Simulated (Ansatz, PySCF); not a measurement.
Cd(OH)(SMe) (CH4CdOS), SMILES C[S][Cd][OH].

The structure is a stationary point at PBE-D3(BJ)/def2-SVP. The structure was generated by enumeration; whether it is a known compound was not checked. The def2 effective core potentials stand for the cores of Cd; spin–orbit coupling is left out. The values are those of a single conformer.

Vertical ionisation energy (IE) and electron affinity (EA) in eV. Rows of orbital energies are one-electron estimates. Where ΔSCF, EOM or ADC give a negative EA the extra electron is unbound and the value depends on the basis.

| level | IE | EA |
|---|---|---|
| −ε(HOMO), −ε(LUMO), r2SCAN/def2-TZVPD (PySCF) | 5.86 | 2.07 |
| −ε(HOMO), −ε(LUMO), PBE/def2-TZVPD (PySCF) | 5.65 | 2.34 |
| ΔSCF, PBE0/def2-SVPD (Ansatz), final states of multiplicity 2 and 2 | 8.92 | -0.01 |
| ΔSCF, PBE/def2-SVPD (Ansatz), final states of multiplicity 2 and 2 | 8.75 | 0.09 |

Question: What vertical singlet–triplet gap does ΔSCF give with PBE0/def2-SVPD (Ansatz, a quantum-chemistry and plane-wave program) and with PBE/def2-SVPD (Ansatz)? (Estimate from the structure and the level; the computed values follow.)

Answer: 3.93 and 3.61 eV (triplet above singlet where positive).
